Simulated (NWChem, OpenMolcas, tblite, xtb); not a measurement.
**A ladder of methods for GeH2Cl2O (SMILES [OH][GeH]([Cl])[Cl])**

The species is GeH2Cl2O (6 atoms), meant as a singlet with charge 0. As SMILES, `[OH][GeH]([Cl])[Cl]`. The coordinates come from a PBE0-D4/def2-TZVP relaxation. This is one conformer, not always the lowest.

```xyz
6

O    -0.1610    1.2910   -0.6142
Ge   -0.0654   -0.1488    0.3789
Cl    1.9485   -0.8626    0.4217
Cl   -1.2524   -1.7006   -0.4874
H     0.1264    1.1520   -1.5210
H    -0.5540    0.2049    1.7757
```

Each level gives the dipole moment (D). The values are calculated.

```
         level             kind     program  value (D)   CPU time
     IPEA1-xTB   semi-empirical      tblite       1.63  under 2 s
      GFN0-xTB   semi-empirical         xtb       0.44  under 2 s
    HF/cc-pVDZ     Hartree–Fock  OpenMolcas       0.71      9.8 s
 SVWN5/cc-pVDZ              LDA  OpenMolcas       0.85       23 s
   PBE/cc-pVDZ              GGA  OpenMolcas       0.87       33 s
 M06-L/cc-pVDZ         meta-GGA  OpenMolcas       0.96       45 s
r2SCAN/cc-pVDZ         meta-GGA  OpenMolcas       0.88       45 s
M06-2X/cc-pVDZ  hybrid meta-GGA      NWChem       0.77    2.1 min
```

All-electron rows without a relativistic Hamiltonian named are non-relativistic. The values span 0.44 to 1.63 D. Magnitudes only. Times are those of the runs behind each value, whatever else they computed, on shared processors of several kinds: orders of magnitude only.
